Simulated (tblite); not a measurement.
Species: C6H9S2 (doublet state).
Structure used (GFN2-xTB), in Å, numbered top down from 1:
```xyz
17
C6H9S2 angstrom
C      2.4549   -0.1457    0.0310
S      1.1222   -1.0816   -0.7519
C     -0.3422   -0.2582   -0.0381
C     -0.4454   -0.4425    1.4593
C     -1.6068   -0.5825   -0.8769
C     -1.6145    0.8686   -1.2510
C     -0.5045    1.1767   -0.5423
S      0.4000    2.5604   -0.2120
H      2.2293    0.9182   -0.0591
H      3.3646   -0.3828   -0.5106
H      2.5537   -0.4283    1.0747
H      0.3830    0.0510    1.9631
H     -1.3715    0.0022    1.8196
H     -0.4381   -1.5010    1.7116
H     -1.4343   -1.2758   -1.7003
H     -2.4612   -0.9223   -0.2917
H     -2.2961    1.4557   -1.8353
```

Computed values, GFN2-xTB/tblite, gas phase, harmonic and unscaled. Against measured fundamentals such values can be off by several per cent, at times by over 20. One conformer, not necessarily the lowest. Open shells enter through the occupations alone, without spin polarisation, and single modes of such species can be off by tens of per cent.

Harmonic wavenumbers (cm⁻¹): 92.3, 120.8, 151.4, 166.1, 189.4, 211.4, 226.6, 293.1, 326.4, 408.7, 483.4, 545.0, 588.5, 651.5, 739.5, 808.7, 915.2, 928.1, 938.3, 954.7, 983.4, 1013.3, 1032.9, 1102.6, 1124.6, 1160.7, 1223.0, 1235.4, 1312.9, 1397.4, 1423.5, 1435.5, 1440.3, 1475.9, 1489.6, 1509.9, 2947.0, 2972.1, 2987.5, 3023.7, 3028.5, 3032.2, 3037.8, 3061.3, 3142.3.

A = 1742, B = 1401, C = 1024 MHz; mass 145.015 u (most abundant isotopes); point group C1, symmetry number 1; spin multiplicity 2.

What is the zero-point energy?

½Σν̃ = 28666 cm⁻¹ = 342.92 kJ/mol.

Give the ideal-gas entropy at 298.15 K and 1 bar in the rigid-rotor, harmonic-oscillator model (classical rotation).

Translation 170.92, rotation 122.36, vibration 106.07, spin (R ln 2) 5.76: S = 405.1 J/(mol K).

And Cp and H(298.15 K) − H(0)?

Cp = 152.72 J/(mol K), of which vibrations give 119.46 (their classical limit is 45 R = 374.2); H(298.15 K) − H(0) = 27.80 kJ/mol without the zero-point energy, 17.88 from vibrations.

Which modes carry the vibrational entropy at 298.15 K?

92.3 cm⁻¹: 15.11; 120.8 cm⁻¹: 12.92; 151.4 cm⁻¹: 11.11; 166.1 cm⁻¹: 10.37; 189.4 cm⁻¹: 9.35; 211.4 cm⁻¹: 8.50 J/(mol K); the other 39 give 38.72 together.

What must be added to the electronic energy to get the Gibbs energy at 298.15 K and 1 bar?

ZPE + [H(298.15 K) − H(0)] − T·S = 342.92 + 27.80 − 120.79 = 249.93 kJ/mol.

Blend soft modes into free rotors: weight 1/[1 + (100 cm⁻¹/ν̃)⁴] for the oscillator and the rest for a rotor with moment μB/(μ + B), μ = h/(8π²ν), B = 10⁻⁴⁴ kg m². What vibrational entropy results?

103.75 J/(mol K) in place of 106.07, which changes −T·S at 298.15 K by +0.69 kJ/mol.

Hindered rotation and anharmonicity are outside this model. Other conformers, if any are populated, would add a mixing term that is left out. The structure is chiral; the term R ln 2 for an equal mix with its mirror image is left out.

Hardware: one thread, Arm Neoverse V2 (aarch64) (shared host). Cost: 0.61 s wall. This covers the Hessian and the dipole derivatives.
